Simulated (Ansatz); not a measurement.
Abridged output of a molecular run in Ansatz:

```
Functional definition: HF
1678 factors; integrals over basis functions are off by at most 1.2e-3 eV
mean field evaluation 1: about -21388.3047 eV, gradient 2.8e1 eV
mean field evaluation 2: about -21388.5374 eV, gradient 2.8e1 eV
mean field evaluation 4: about -21391.4256 eV, gradient 3.5e0 eV
mean field evaluation 8: about -21391.5038 eV, gradient 2.7e-1 eV
mean field evaluation 16: about -21391.5048 eV, gradient 2.4e-6 eV
mean field -21391.50477539 eV, -786.1233008129 hartree, gradient 2.4e-6 eV, S^2 0.000000; 0 other end points of the search recorded, 0 dependent functions left out
15 core orbitals not correlated: weight in the atoms' cores, before any rotation towards them, 1.000 or more for the frozen orbitals, at most 0.000 for the correlated occupied ones
reference -21391.50477539 eV, -786.1233008129 hartree; 16, 16 occupied and 232, 232 virtual orbitals, 1678 factors
second order -19.31477359 eV of doubles, -0.00000000 eV of singles
cycle   1  -19.83177313 eV  change   -5.2e-1 eV  update   1.1e-1
cycle   2  -20.43741729 eV  change   -6.1e-1 eV  update   3.5e-2
cycle   3  -20.52359834 eV  change   -8.6e-2 eV  update   1.7e-2
cycle   4  -20.51225718 eV  change    1.1e-2 eV  update   5.5e-3
cycle   5  -20.51110234 eV  change    1.2e-3 eV  update   2.9e-3
cycle   6  -20.51120734 eV  change   -1.0e-4 eV  update   1.3e-3
cycle   7  -20.51087701 eV  change    3.3e-4 eV  update   6.4e-4
cycle   8  -20.51113423 eV  change   -2.6e-4 eV  update   2.9e-4
cycle   9  -20.51123389 eV  change   -1.0e-4 eV  update   1.1e-4
cycle  10  -20.51115300 eV  change    8.1e-5 eV  update   4.7e-5
cycle  11  -20.51117185 eV  change   -1.9e-5 eV  update   2.0e-5
perturbative correction -0.79770697 eV, -0.0293151904 hartree
Total energy: -21412.81365421 eV, -786.9063876660 hartree
```

Its atoms:

```xyz
11

C    -1.315   -0.903    1.434
Si   -0.499   -0.268   -0.137
Al    1.289   -0.871   -1.593
Sn    1.211    1.638   -0.780
H    -1.910   -0.113    1.897
H    -1.974   -1.744    1.203
H    -0.565   -1.240    2.151
H    -1.522    0.261   -1.099
H     2.377   -1.955   -2.010
H     2.490    2.141    0.249
H     0.419    3.054   -1.315
```

(1) Which basis set was used?
A. def2-TZVPP
B. def2-QZVPP
C. def2-TZVPPD
D. def2-SVP

(2) Write the keys of the input that set method, charge and spin (a neutral closed shell needs none for the last two).

## Answers

(1) A. It gives 263 functions.

(2) 
```yaml
correlation: {method: ccsd_t}
```
